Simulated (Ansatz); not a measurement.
Molecule: thionyl fluoride, sum formula SOF₂, charge 0, multiplicity 1. 
Structure (B3LYP-D3(BJ)/def2-TZVP (Ansatz, a quantum-chemistry and plane-wave program) minimum search):
```
S
O 1 1.4239
F 1 1.6063 2 106.51
F 1 1.6063 2 106.51 3 98.37
```
Charge 0, spin multiplicity 1.

Basis-set convergence of Hartree-Fock and CCSD correlation energies (hartree) with Ansatz. Cores are frozen in the correlated levels unless marked. Spin-orbit coupling is left out. Non-relativistic.

```
basis            functions       E(HF)  E(corr, CCSD)
---------------  ---------  ----------  -------------
aug-cc-pV(D+d)Z        101  -671.26368       -0.77322
aug-cc-pV(T+d)Z        193           ?              ?
```

Question: Complete the blanks.

Answer: 
- aug-cc-pV(T+d)Z, E(HF): -671.37083
- aug-cc-pV(T+d)Z, E(corr, CCSD): -0.95048
